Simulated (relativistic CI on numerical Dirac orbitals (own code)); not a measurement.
**V²⁺ in a cubic cluster: 3s photoemission with charge transfer**

Computed with a charge-transfer multiplet model of a cubic metal-ligand cluster with up to 2 ligand holes, Slater and spin-orbit integrals from Dirac-Coulomb-Breit ions, Slater integrals scaled by 0.9. The ground state mixes d3 with configurations of k ligand holes L, whose averages lie at kΔ + k(k − 1)U_dd/2; a core hole lowers each added d electron by U_cd. 20 K, Lorentzian 1.4 eV and Gaussian 0.8 eV FWHM.

Atomic integrals in eV (Slater integrals scaled, ζ unscaled), ground: F2dd 8.026, F4dd 4.988, zeta_d 0.019; with the core hole: F2dd 9.175, F4dd 5.753, zeta_d 0.026, G2cd 9.453.

Cluster parameters (eV): Δ = 5.2, U_dd = 6, U_cd = 7.4, 10Dq = 0.8, 10Dq(ligand) = 1.5, final-state hopping factor = 0.9.

| Case | n_d | d3 | d4L | d5L2 | S |
| --- | --- | --- | --- | --- | --- |
| V(eg) = 2.55 eV, V(t2g) = -1.09 eV | 3.47 | 0.57 | 0.38 | 0.05 | 1.50 |
| V(eg) = 3.15 eV, V(t2g) = -1.35 eV | 3.55 | 0.51 | 0.42 | 0.07 | 1.50 |
| V(eg) = 3.45 eV, V(t2g) = -1.47 eV | 3.59 | 0.49 | 0.44 | 0.07 | 1.50 |

Weights, n_d and S are thermal averages at 20 K. Binding energies count from the first peak over 30 % of the highest in each spectrum, which can be another peak from case to case. The parameters are a model scan and need not match a compound or its usual spin state. Peaks in eV (height, largest 100):
- V(eg) = 2.55 eV, V(t2g) = -1.09 eV: 0.0 (100), 5.3 (37), 6.5 (31), 9.2 (65), 18.1 (14)
- V(eg) = 3.15 eV, V(t2g) = -1.35 eV: 0.0 (100), 7.0 (40), 9.3 (46), 12.1 (17), 19.7 (9)
- V(eg) = 3.45 eV, V(t2g) = -1.47 eV: 0.0 (100), 7.1 (46), 9.4 (38), 13.0 (13), 20.5 (8)

For the case V(eg) = 2.55 eV, V(t2g) = -1.09 eV, Δ = 5.2 eV is smaller than U_dd = 6 eV, the charge-transfer side of the Zaanen-Sawatzky-Allen scheme. With the core hole the average of the configuration with one ligand hole lies at Δ − U_cd = -2.2 eV before mixing: the effective hopping of about 4.6 eV (from the holes of the mixed ground state) is comparable with this gap or larger, so the configurations mix strongly.

Without intra-shell correlation the exchange splitting of the 3s hole comes out too large.
